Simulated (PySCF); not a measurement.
Iodine: a sound run and one with changed settings

Sound run: I [Kr] 4d10 5s2 5p5, I+ [Kr] 4d10 5s2 5p4. Computed with PySCF 2.14 in def2-SVP with the def2 core potential (28 electrons) (4s4p2d, 26 functions), with scalar relativity through the core potential. The sound run starts from symmetry-adapted Hartree-Fock orbitals and uses a fine grid where one is needed.

A second run was set up differently.

```tsv
species	method	sound run (hartree)	changed run (hartree)	converged
I	UHF	-296.64961	-296.64961	yes
I	BP86	-297.80356	-297.80260	yes
I	M06-2X	-297.60260	-297.63888	yes
I+	UHF	-296.29709	-296.29709	yes
I+	BP86	-297.41113	-297.41007	yes
I+	M06-2X	-297.22279	-297.26237	yes
```

Ionisation energy of I:

```
method  sound run (eV)  changed run (eV)
   UHF           9.592             9.592
  BP86          10.678            10.681
M06-2X          10.335            10.245
```

Problem. What was changed?
A. a valence shell is frozen
B. too few SCF iterations
C. all electrons correlated in a valence basis
D. radial grid too coarse

Solution. D. It used radial step 0.3 in ln r (0.13 in the sound run). A coarse radial grid mis-integrates the density and the exchange-correlation energy, with errors of either sign; Hartree-Fock needs no grid.
